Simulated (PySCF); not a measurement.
Structure with atom numbers: `[CH2:1]=[CH:2][CH2:3][SiH2:4][O:5][SiH2:6][SiH3:7]` (H(Xn): hydrogen on atom n). Ha(C1) is cis to C3; Hb(C1) is trans to C3.

Method: GIAO PBE0/pcSseg-1 shieldings, GFN2-xTB structure, in PySCF (single conformer, in vacuum, one averaged value for each set of equivalent atoms, relativity neglected).

References, each an isolated molecule treated in the same way: ¹³C (σ = 186.93 ppm), ¹H (σ = 31.72 ppm), ²⁹Si (σ = 349.16 ppm) against TMS; ¹⁷O (σ = 336.08 ppm) against H2O.

```json
{"atoms": "C2", "nucleus": "¹³C", "count": "1", "Hirshfeld charge": "-0.03", "δ (ppm)": "?"}
{"atoms": "Ha(C1)", "nucleus": "¹H", "count": "1", "Hirshfeld charge": "0.04", "δ (ppm)": "?"}
{"atoms": "C1", "nucleus": "¹³C", "count": "1", "Hirshfeld charge": "-0.11", "δ (ppm)": "122.3"}
{"atoms": "Si4", "nucleus": "²⁹Si", "count": "1", "Hirshfeld charge": "0.41", "δ (ppm)": "-29.8"}
{"atoms": "Si6", "nucleus": "²⁹Si", "count": "1", "Hirshfeld charge": "0.32", "δ (ppm)": "?"}
{"atoms": "O5", "nucleus": "¹⁷O", "count": "1", "Hirshfeld charge": "-0.30", "δ (ppm)": "6.5"}
{"atoms": "H(Si7)", "nucleus": "¹H", "count": "3", "Hirshfeld charge": "-0.07", "δ (ppm)": "3.51"}
{"atoms": "H(C3)", "nucleus": "¹H", "count": "2", "Hirshfeld charge": "0.05", "δ (ppm)": "1.78"}
{"atoms": "H(C2)", "nucleus": "¹H", "count": "1", "Hirshfeld charge": "0.05", "δ (ppm)": "6.24"}
{"atoms": "H(Si4)", "nucleus": "¹H", "count": "2", "Hirshfeld charge": "-0.08", "δ (ppm)": "5.02"}
{"atoms": "C3", "nucleus": "¹³C", "count": "1", "Hirshfeld charge": "-0.16", "δ (ppm)": "29.3"}
{"atoms": "Si7", "nucleus": "²⁹Si", "count": "1", "Hirshfeld charge": "0.21", "δ (ppm)": "-120.0"}
{"atoms": "Hb(C1)", "nucleus": "¹H", "count": "1", "Hirshfeld charge": "0.05", "δ (ppm)": "?"}
{"atoms": "H(Si6)", "nucleus": "¹H", "count": "2", "Hirshfeld charge": "-0.08", "δ (ppm)": "5.71"}
```

Q: Complete the table.

A: 
- C2: 142.9 ppm, alkene CH; as expected for a trigonal carbon in a double bond
- Ha(C1): 5.62 ppm, hydrogen on a terminal =CH2 carbon; a vinylic proton, deshielded by the sp2 carbon and the C=C anisotropy
- Hb(C1): 5.37 ppm, hydrogen on a terminal =CH2 carbon; a vinylic proton, deshielded by the sp2 carbon and the C=C anisotropy
- Si6: -29.5 ppm, silicon bonded to O, Si, 2 H

Shifts are as computed. Against solution values, carbons near 30 ppm lie about +3 ppm off and those near 130 ppm about +5 ppm (rms about the fit 2.1 ppm; single classes can miss by 10 ppm). Of 1328 compounds with measured shifts, 309 miss one by over three times the rms of a fit or turn the order of signals round; such compounds aren't used in these exercises. Signals without a measured value on file couldn't be tested in this way; 1H shifts scatter by 0.2 ppm about their fit, and single ones miss by 0.5 ppm. Experimental scales use liquid or dissolved standards, which lie at an offset from isolated H2O (liquid H2O: subtract about 36 ppm).
